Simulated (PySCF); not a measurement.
Isomers of C3H12OSSi3.

All values: PBE0/pcSseg-1 (PySCF) at GFN2-xTB geometries, gas phase, one conformer each.

(1) Rank by the lowest Hirshfeld charge on any atom, lowest value first.
A. `[O:1]=[CH:2][C@H:3]([SH:4])[CH2:5][SiH2:6][SiH2:7][SiH3:8]` with O1–C2–C3–S4 131°, C2–C3–S4–H -66°, C2–C3–C5–Si6 -47°, C3–C5–Si6–Si7 99°, C5–Si6–Si7–Si8 -13°
B. `[CH3:1][S:2][Si:3]([SiH3:4])([SiH3:5])[C:6]([CH3:7])=[O:8]` with C1–S2–Si3–Si4 66°, S2–Si3–C6–C7 -7°
C. `[CH3:1][C:2](=[O:3])[SiH2:4][C@H:5]([SiH3:6])[S:7][SiH3:8]` with C1–C2–Si4–C5 162°, C2–Si4–C5–Si6 38°, Si4–C5–S7–Si8 59°
D. `[CH3:1][S:2][SiH2:3][C:4]([SiH3:5])([SiH3:6])[CH:7]=[O:8]` with C1–S2–Si3–C4 179°, S2–Si3–C4–Si5 70°, Si3–C4–C7–O8 -119°

(2) Rank by the lowest IAO charge on any atom, highest value first.
A. `[CH3:1][C:2](=[O:3])[SiH2:4][C@H:5]([SiH3:6])[S:7][SiH3:8]` with C1–C2–Si4–C5 162°, C2–Si4–C5–Si6 38°, Si4–C5–S7–Si8 59°
B. `[CH3:1][S:2][Si:3]([SiH3:4])([SiH3:5])[C:6]([CH3:7])=[O:8]` with C1–S2–Si3–Si4 66°, S2–Si3–C6–C7 -7°
C. `[O:1]=[CH:2][C@H:3]([SH:4])[CH2:5][SiH2:6][SiH2:7][SiH3:8]` with O1–C2–C3–S4 131°, C2–C3–S4–H -66°, C2–C3–C5–Si6 -47°, C3–C5–Si6–Si7 99°, C5–Si6–Si7–Si8 -13°
D. `[CH3:1][S:2][SiH2:3][C:4]([SiH3:5])([SiH3:6])[CH:7]=[O:8]` with C1–S2–Si3–C4 179°, S2–Si3–C4–Si5 70°, Si3–C4–C7–O8 -119°

(3) Rank by HOMO energy, lowest first.
A. `[CH3:1][C:2](=[O:3])[SiH2:4][C@H:5]([SiH3:6])[S:7][SiH3:8]` with C1–C2–Si4–C5 162°, C2–Si4–C5–Si6 38°, Si4–C5–S7–Si8 59°
B. `[O:1]=[CH:2][C@H:3]([SH:4])[CH2:5][SiH2:6][SiH2:7][SiH3:8]` with O1–C2–C3–S4 131°, C2–C3–S4–H -66°, C2–C3–C5–Si6 -47°, C3–C5–Si6–Si7 99°, C5–Si6–Si7–Si8 -13°
C. `[CH3:1][S:2][SiH2:3][C:4]([SiH3:5])([SiH3:6])[CH:7]=[O:8]` with C1–S2–Si3–C4 179°, S2–Si3–C4–Si5 70°, Si3–C4–C7–O8 -119°
D. `[CH3:1][S:2][Si:3]([SiH3:4])([SiH3:5])[C:6]([CH3:7])=[O:8]` with C1–S2–Si3–Si4 66°, S2–Si3–C6–C7 -7°

Results:

(1) D (-0.235 e), B (-0.222 e), C (-0.198 e), A (-0.167 e).

(2) B (-0.495 e), C (-0.523 e), A (-0.727 e), D (-0.798 e).

(3) B (-7.50 eV), C (-7.08 eV), D (-6.81 eV), A (-6.67 eV).

All values together:

```csv
SMILES,μ (D),HOMO (eV),LUMO (eV),lowest IAO charge (e),highest IAO charge (e),lowest Hirshfeld charge (e),highest Hirshfeld charge (e)
CC(=O)[SiH2][C@H]([SiH3])S[SiH3],3.33,-6.67,-1.51,-0.727 (C),+0.672 (Si),-0.198 (C),+0.312 (Si)
O=C[C@H](S)C[SiH2][SiH2][SiH3],1.70,-7.50,-1.58,-0.523 (C),+0.469 (Si),-0.167 (C),+0.228 (Si)
CS[Si]([SiH3])([SiH3])C(C)=O,2.17,-6.81,-1.33,-0.495 (C),+0.317 (Si),-0.222 (O),+0.216 (Si)
CS[SiH2]C([SiH3])([SiH3])C=O,2.92,-7.08,-1.39,-0.798 (C),+0.686 (Si),-0.235 (C),+0.314 (Si)
```

Conformers: `[CH3:1][C:2](=[O:3])[SiH2:4][C@H:5]([SiH3:6])[S:7][SiH3:8]` with C1–C2–Si4–C5 162°, C2–Si4–C5–Si6 38°, Si4–C5–S7–Si8 59°; `[O:1]=[CH:2][C@H:3]([SH:4])[CH2:5][SiH2:6][SiH2:7][SiH3:8]` with O1–C2–C3–S4 131°, C2–C3–S4–H -66°, C2–C3–C5–Si6 -47°, C3–C5–Si6–Si7 99°, C5–Si6–Si7–Si8 -13°; `[CH3:1][S:2][Si:3]([SiH3:4])([SiH3:5])[C:6]([CH3:7])=[O:8]` with C1–S2–Si3–Si4 66°, S2–Si3–C6–C7 -7°; `[CH3:1][S:2][SiH2:3][C:4]([SiH3:5])([SiH3:6])[CH:7]=[O:8]` with C1–S2–Si3–C4 179°, S2–Si3–C4–Si5 70°, Si3–C4–C7–O8 -119°.
